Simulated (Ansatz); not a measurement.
C8H5N5, SMILES C1=CC2=NC=NC3=CC=NC(=N1)N32. Atoms are numbered in the order given.

```xyz
18

C      0.0000     2.2883    -1.3990
C      0.0000     2.3800    -0.0152
C      0.0000     1.1986     0.7299
N      0.0000     1.1858     2.0680
C      0.0000     0.0000     2.6532
N      0.0000    -1.1858     2.0680
C      0.0000    -1.1986     0.7299
C      0.0000    -2.3800    -0.0152
C      0.0000    -2.2883    -1.3990
N      0.0000    -1.1505    -2.0747
C      0.0000     0.0000    -1.4058
N      0.0000     1.1505    -2.0747
N      0.0000     0.0000     0.0091
H      0.0000     3.2043    -2.0019
H      0.0000     3.3253     0.5239
H      0.0000     0.0000     3.7506
H      0.0000    -3.3253     0.5239
H      0.0000    -3.2043    -2.0019
```
Charge 0, spin multiplicity 1.

The structure is a stationary point at PBE0-D3(BJ)/def2-SVP.

Two levels are set side by side: PBE-D3(BJ)/def2-SVP (Ansatz, a first-principles code) and PBE0-D3(BJ)/def2-SVP (Ansatz). Each level has its own optimised geometry; the coordinates shown are those of the second. Differences are taken from unrounded values.

```tsv
quantity	PBE0-D3(BJ)	PBE-D3(BJ)	PBE-D3(BJ) minus PBE0-D3(BJ)
mean bond length (Å)	1.294	1.305	0.011
bond C1–C2 (Å)	1.387	1.397	0.010
bond C1–N12 (Å)	1.323	1.336	0.013
bond C2–C3 (Å)	1.397	1.408	0.011
bond C3–N4 (Å)	1.338	1.350	0.012
bond C3–N13 (Å)	1.399	1.411	0.013
bond N4–C5 (Å)	1.322	1.335	0.013
bond C5–N6 (Å)	1.322	1.335	0.013
bond N6–C7 (Å)	1.338	1.350	0.012
bond C7–C8 (Å)	1.397	1.408	0.011
bond C7–N13 (Å)	1.399	1.411	0.013
bond C8–C9 (Å)	1.387	1.397	0.010
bond C9–N10 (Å)	1.323	1.336	0.013
bond N10–C11 (Å)	1.331	1.342	0.012
bond C11–N12 (Å)	1.331	1.342	0.012
bond C11–N13 (Å)	1.415	1.432	0.017
bond C1–H14 (Å)	1.097	1.105	0.009
```

GGA bonds tend to be longer and softer than those of functionals with exact exchange. Differences between two approximate levels are no errors against the true value.
